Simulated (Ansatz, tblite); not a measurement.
Isomers of SiPt₂ (singlet), found by a short tight-binding search and relaxed with PBE0-D4/def2-TZVP in Ansatz.

In the def2 sets Pt takes a core potential; there is no spin–orbit coupling. The xTB rows come from tblite.

Run but left out: HF/def2-TZVP, PBE-QIDH/def2-TZVP (A: restricted singlet, unstable in another Hartree–Fock run and untested here); HF/def2-TZVPP, MP2/def2-TZVPP, CCSD/def2-TZVPP, CCSD(T)/def2-TZVPP (A: restricted singlet, unstable towards broken spin symmetry).

A: The restricted singlet is unstable towards broken spin symmetry in Hartree–Fock (as tested in another run); at PBE-D4/def2-TZVP, r2SCAN-D4/def2-TZVP, PBE0-D4/def2-TZVP this wasn't settled.

Other spin states were run for one of them alone.

A:

```xyz
3

Pt    1.069   -0.864    0.190
Pt   -0.680    0.269   -1.180
Si   -0.389    0.595    0.990
```

B:

Cartesian coordinates in Å:
```
Pt 2.045 0.330 -0.009
Pt -2.045 -0.330 0.009
Si 0.000 0.000 0.000
```

Task: Estimate their order by electronic energy at PBE0-D4/def2-TZVP, counted from the lowest.

Result: B (0.0) < A (7.2), in kcal/mol.

Task: Do the other levels pick the same lowest one?

Result: Not GFN1-xTB, GFN2-xTB. Energies above each level's lowest (kcal/mol):

| level | A | B |
| --- | --- | --- |
| GFN1-xTB | 0.0 | 73.1 |
| GFN2-xTB | 0.0 | 10.7 |
| PBE-D4/def2-TZVP | 4.8 | 0.0 |
| r2SCAN-D4/def2-TZVP | 6.3 | 0.0 |
| PBE0-D4/def2-TZVP | 7.2 | 0.0 |
Point groups (tolerance 0.1 Å): A C2v, B D∞h. Lower isomers may exist.
